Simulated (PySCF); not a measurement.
**Question.** What does the PBE0-D3(BJ)/def2-SVP structure of `CC#C[Si@@H](O)C#N` look like in three dimensions?

**Answer.** 
```xyz
12
C4H5NOSi angstrom
C      2.7338    0.2748   -0.2078
C      1.3057    0.0386   -0.2675
C      0.1026   -0.1549   -0.3186
Si    -1.6887   -0.4248   -0.4185
O     -2.2184   -1.6809    0.5128
C     -2.4838    1.1603    0.1694
N     -2.9861    2.1363    0.5439
H      2.9457    1.3374   -0.0126
H      3.1959   -0.3190    0.5959
H      3.2169   -0.0021   -1.1576
H     -2.1579   -0.6852   -1.7956
H     -1.9287   -1.7106    1.4298
```

Any rigid rotation of these coordinates is as good. Atoms count from 1 in this order. The 2 C–Si bonds span 1.814 Å (C3–Si4, drawn single) to 1.868 Å (Si4–C6, drawn single), a spread of 0.054 Å. The C–C distances run from 1.220 Å (C2≡C3, drawn triple) to 1.449 Å (C1–C2, drawn single), a spread of 0.229 Å. Si4 (oxygen-bound silicon) is distorted tetrahedral (angles from 106.1° to 113.5°).

Bonds between heavy atoms (Å): C1–C2 1.449, C2≡C3 1.220, C3–Si4 1.814, Si4–O5 1.651, Si4–C6 1.868, C6≡N7 1.160.

Level of theory: PBE0-D3(BJ)/def2-SVP geometry optimisation, gas phase in PySCF 2.14.0.

Point group: C1 (no symmetry element, even within 0.4 Å). No frequency check. The numbers are those of one conformer (C3–Si4–O5–H 49°).
